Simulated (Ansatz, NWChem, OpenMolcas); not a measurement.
# How basis sets differ on C2H5ClSi (SMILES ClC1C[SiH2]1)

C2H5ClSi: 9 atoms, total charge 0, spin state singlet. As SMILES, `ClC1C[SiH2]1`. The coordinates come from a PBE0-D4/def2-TZVP relaxation.

Each level gives the HOMO–LUMO gap (eV). The values are calculated.

| level | kind | program | value (eV) | CPU time |
| --- | --- | --- | --- | --- |
| HF/ANO-R0 (sfX2C) | Hartree–Fock | OpenMolcas | 13.81 | 5 s |
| HF/ANO-RCC-MB (DKH2) | Hartree–Fock | OpenMolcas | 15.13 | 3.5 s |
| HF/STO-3G | Hartree–Fock | Ansatz | 17.40 | 0.34 s |
| HF/3-21G | Hartree–Fock | NWChem | 13.26 | 3 s |
| HF/ANO-L-VDZP (RICD fitting) | Hartree–Fock | OpenMolcas | 12.15 | 3.5 s |
| HF/def2-SVP | Hartree–Fock | OpenMolcas | 13.20 | 6 s |

The values span 12.15 to 17.40 eV. A Hartree–Fock LUMO above zero doesn't converge with the basis: it sinks as sets grow more diffuse. Orbital gaps aren't excitation energies. CPU times are rough (shared hosts, several kinds of processor and program).
